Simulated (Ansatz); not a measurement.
A single Yb atom.

Basis set: def2-TZVPP. Charge 0. Computed with Ansatz (development build ahead of 0.2.0); the lowest solution found for each multiplicity.

(1) How do the multiplicities compare at this shape? Give, from the lowest of each method, HF (unrestricted) for 1, 3.

Results:

(1)

```tsv
method	multiplicity	E (eV)	<S²>
HF, unrestricted	1	0.000	0.00
HF, unrestricted	3	0.216	2.20
```

Caution for HF, unrestricted: no wide search was run, a lower solution can exist; the unrestricted determinant is spin contaminated.
